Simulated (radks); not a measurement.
The palladium ion Pd25+, 21 electrons, occupied as [Ar] 3d3.

All-electron calculation, scalar-relativistic Kohn-Sham, BLYP, spin-polarised, spherical densities, finite nucleus; open shells are filled with parallel spins first (spin-orbit coupling, left out, can overturn this in heavy ions); Fermi nuclear charge, rms radius 4.5318 fm. Program: a radial shooting solver on a logarithmic mesh with Libxc functionals.

Energy parts (Ry):
| part | energy |
|---|---|
| total | -9317.70826 |
| kinetic | 9693.87753 |
| electron-nucleus | -20809.19970 |
| Hartree | 2016.25678 |
| exchange-correlation | -218.64287 |

Orbitals (lengths in bohr, moments of r in powers of bohr; r(90%) holds 90 % of the orbital's charge):
| orbital | occ. | eigenvalue (Ry) | r(90%) |
|---|---|---|---|
| 1s up | 1 | -1854.386 | 0.0571 |
| 1s down | 1 | -1854.381 | 0.0571 |
| 2s up | 1 | -336.4672 | 0.212 |
| 2s down | 1 | -335.8465 | 0.212 |
| 2p up | 3 | -310.0098 | 0.195 |
| 2p down | 3 | -309.5433 | 0.195 |
| 3s up | 1 | -113.0349 | 0.513 |
| 3s down | 1 | -112.3023 | 0.515 |
| 3p up | 3 | -104.4470 | 0.513 |
| 3p down | 3 | -103.6892 | 0.515 |
| 3d up | 3 | -92.25754 | 0.479 |
| 3d down | 0 | -91.34039 | 0.482 |
| 4s up | 0 | -55.22317 | 0.995 |
| 4s down | 0 | -54.97268 | 0.999 |
| 4p up | 0 | -51.89504 | 1.02 |
| 4p down | 0 | -51.64722 | 1.02 |

The highest occupied level is 3d up at -1255.2 eV. For comparison, the ionisation energy in NIST's Atomic Spectra Database is 1290 eV (theoretical). In exact Kohn-Sham theory the highest level is minus the ionisation energy, but local and semilocal functionals leave it too shallow, through self-interaction and a potential that decays too fast; potentials with the right tail come closer. The density falls to 0.001 e/bohr^3 at r = 1.03 bohr. Summed over all electrons, <r^2> = 1.600 bohr^2, which gives a Langevin (diamagnetic) susceptibility term of -1.27 x 10^-6 cm^3/mol.
